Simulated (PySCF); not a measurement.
# Computed vibrations of Tl(OH)3

Tl(OH)3 (singlet). PySCF 2.14.0, RKS PBE0, Tl def2-SVP with ECP60, O def2-SVP, H def2-SVP; non-relativistic Hamiltonian with scalar-relativistic core potentials where named; density fitting; no spin-orbit coupling. Central differences of gradients.

```xyz
7

Tl    0.0000    0.0000    0.0243
O     2.0793    0.0000   -0.1504
H     2.4612    0.0000    0.7376
O    -1.0396    1.8007   -0.1504
H    -1.2306    2.1315    0.7376
O    -1.0396   -1.8007   -0.1504
H    -1.2306   -2.1315    0.7376
```

Run from Python with OMP_NUM_THREADS=2. Where DIIS fails, smearing, a level shift and second-order steps follow.
It took 23 s on 2 threads of Arm Neoverse V2 (shared host).

What are the harmonic wavenumbers and infrared intensities?

Modes are labelled in C3v; negative numbers are unstable modes, those under 60 cm⁻¹ near the noise; a finer grid moves soft modes by up to 10 cm⁻¹.
```
cm⁻¹  km/mol  symmetry
-331       –        a2
-274       –         e
-274       –         e
 103    19.3         e
 103    19.3         e
 126    10.8        a1
 526     0.2        a1
 539    86.5         e
 539    86.5         e
 820    75.3         e
 820    75.3         e
 890    28.9        a1
3861    71.8         e
3861    71.8         e
3863    45.2        a1
```

Is this a minimum?

No: 3 unstable; the lowest moves the atoms so:
```
Tl   0.00  0.00  0.00
O    0.00  0.04  0.00
H    0.00 -0.58  0.00
O   -0.04 -0.02  0.00
H    0.50  0.29  0.00
O    0.04 -0.02  0.00
H   -0.50  0.29  0.00
```
